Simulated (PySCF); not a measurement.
Ge: excitation energy

Ge [Ar] 3d10 4s2 4p2 (3P) → Ge [Ar] 3d10 4s1 4p2 5s1 (5P), as a difference of total energies. Computed with PySCF 2.14 in aug-cc-pVTZ-DK, with the spin-free X2C one-electron Hamiltonian (Gaussian nucleus). Correlated levels: valence: [Ar] 3d10 frozen. The calculations carry no spin-orbit coupling.

```json
{"method": "UHF", "excitation energy (eV)": "9.210"}
{"method": "LDA", "excitation energy (eV)": "11.496"}
{"method": "PBE", "excitation energy (eV)": "11.234"}
{"method": "PBE0", "excitation energy (eV)": "10.967"}
{"method": "r2SCAN", "excitation energy (eV)": "10.954"}
{"method": "wB97X-V", "excitation energy (eV)": "11.245"}
{"method": "M06-2X", "excitation energy (eV)": "11.064"}
{"method": "MN15", "excitation energy (eV)": "11.276"}
{"method": "r2SCAN0", "excitation energy (eV)": "10.793"}
{"method": "MP2 (valence)", "excitation energy (eV)": "10.193"}
{"method": "SCS-MP2 (valence)", "excitation energy (eV)": "10.516"}
```

Task: How much does correlation contribute at MP2 (valence)?

Result: 10.193 − (9.210) = 0.983 eV, measured against UHF.

The upper state lies above the first ionisation limit, but in LS coupling its spin forbids autoionisation to the ground ion. A Rydberg-like electron needs more diffuse functions than a valence basis has.

The promoted electron is Rydberg-like, and one or two diffuse shells describe it only roughly, which tends to raise the upper state.
